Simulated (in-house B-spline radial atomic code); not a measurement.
Ba²⁺. Computed with a B-spline radial atomic code. Model: all-electron spherical atom, spin shells full or empty, radial basis limit, no spin-orbit coupling, Breit or QED, empty-state partial waves extrapolated as (l+1/2)^-4, RPA, G0W0 and static COHSEX of the highest shell as one setting changes (uncorrelated shells keep exact exchange).

Empty levels are discrete states of a finite basis, so the steps are uneven.

Given: element Ba; charge 2; filled core Kr; hamiltonian one-electron scalar X2C; mean-field start PBE; highest l of empty states 9; nuclear rms radius 4.8378 fm; lowest nl shells left uncorrelated 0; highest mean-field shell 5p; box radius 17.55 bohr.

Shell: 4d 5 5, 5s 1 1, 5p 3 3 (electrons up and down).

| highest empty level kept (hartree) | RPA correlation energy (hartree) | G0W0 level (eV) | G0W0 minus most complete (meV) | COHSEX level (eV) | linearised minus solved G0W0 (meV) |
| --- | --- | --- | --- | --- | --- |
| 3 | -0.87731 | -35.829 | 697 | -37.53 | -27.3 |
| 6 | ? | ? | ? | ? | ? |
| 10.5 | -1.3506 | -36.254 | 272.2 | -38.58 | -32.5 |
| 18 | -1.6073 | -36.351 | 174.8 | -38.83 | -33.9 |
| 30 | -1.9256 | -36.412 | 113.4 | -38.998 | -34.8 |
| 54 | -2.3022 | -36.453 | 73.3 | -39.132 | -35.5 |
| 90 | ? | ? | ? | ? | ? |
| 180 | -3.1778 | -36.501 | 24.7 | -39.293 | -36.2 |
| 360 | -3.594 | -36.512 | 13.7 | -39.33 | -36.4 |
| 750 | -3.9326 | -36.52 | 5.7 | -39.356 | -36.5 |
| 1800 | -4.1417 | -36.524 | 1.8 | -39.368 | -36.6 |
| 6000 | -4.2824 | -36.526 | 0 | -39.373 | -36.6 |

(1) What follows for highest empty level kept = 90?

(2) What follows for highest empty level kept = 6?

Answers

(1) RPA correlation energy -2.7048 hartree; G0W0 level -36.478 eV; G0W0 minus most complete 48 meV; COHSEX level -39.222 eV; linearised minus solved G0W0 -35.8 meV.

(2) RPA correlation energy -1.1029 hartree; G0W0 level -36.098 eV; G0W0 minus most complete 428 meV; COHSEX level -38.193 eV; linearised minus solved G0W0 -30.4 meV.
